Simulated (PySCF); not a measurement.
# Electronic structure of Nd (neodymium, neutral) at the BHandHLYP level

Configuration: [Xe] 4f3 5d1 6s2, one real determinant (an excited configuration). Calculation: PySCF 2.14, in ANO-RCC-VTZP (8s7p5d3f2g1h, 104 functions); the spin-free X2C one-electron Hamiltonian (Gaussian nucleus).

```
Total energy                                                  : -9622.79 hartree
One-electron energy                                           : -13125.29 hartree
Hartree (Coulomb) energy                                      : 3727.63 hartree
Exchange-correlation energy                                   : -225.13 hartree
⟨S²⟩                                                          : 6.0048
⟨L²⟩                                                          : 40.120
Sum of ⟨r⟩                                                    : 44.76 bohr
Sum of ⟨r²⟩                                                   : 89.91 bohr²
Traceless quadrupole moment −½Σ⟨3z² − r²⟩ along its main axis : -0.768 e·bohr²
Langevin diamagnetic susceptibility                           : -71.2 ×10⁻⁶ cm³/mol
Time after the integrals                                      : roughly 7 core-seconds
```

| shell | electrons | mean orbital energy (eV) | spread (eV) | rms radius, mean of both spins (bohr) |
| --- | --- | --- | --- | --- |
| 1s α | 1 | -43543.1 | 0 | 0.0269 |
| 1s β | 1 | -43543.1 | 0 | 0.0269 |
| 2s α | 1 | -7106.7 | 0 | 0.109 |
| 2s β | 1 | -7106.6 | 0 | 0.109 |
| 2p α | 3 | -6359.4 | 0.064 | 0.0978 |
| 2p β | 3 | -6359.4 | 0.109 | 0.0978 |
| 3s α | 1 | -1573.1 | 0 | 0.284 |
| 3s β | 1 | -1571.9 | 0 | 0.284 |
| 3p α | 3 | -1333.9 | 0.288 | 0.284 |
| 3p β | 3 | -1332.6 | 0.402 | 0.284 |
| 3d α | 5 | -997.50 | 0.241 | 0.262 |
| 3d β | 5 | -996.21 | 0.484 | 0.262 |
| 4s α | 1 | -330.59 | 0 | 0.644 |
| 4s β | 1 | -327.19 | 0 | 0.644 |
| 4p α | 3 | -250.53 | 0.375 | 0.683 |
| 4p β | 3 | -246.87 | 0.726 | 0.683 |
| 4d α | 5 | -134.32 | 0.930 | 0.759 |
| 4d β | 5 | -129.87 | 1.099 | 0.759 |
| 5s α | 1 | -50.099 | 0 | 1.55 |
| 5s β | 1 | -48.261 | 0 | 1.55 |
| 5p α | 3 | -28.821 | 0.039 | 1.80 |
| 5p β | 3 | -27.106 | 0.883 | 1.80 |
| 4f α | 3 | -13.666 | 0.406 | 1.10 |
| 5d α | 1 | -5.178 | 0 | 3.04 |
| 6s α | 1 | -4.794 | 0 | 4.58 |
| 6s β | 1 | -4.525 | 0 | 4.58 |

⟨L²⟩ = 40.12 against 72 for a pure L term, so this real determinant mixes terms. Spin-orbit coupling, absent here, splits the open shell strongly.

Densities and radii are taken from the X2C orbitals without a picture-change correction, which distorts them close to the nucleus.
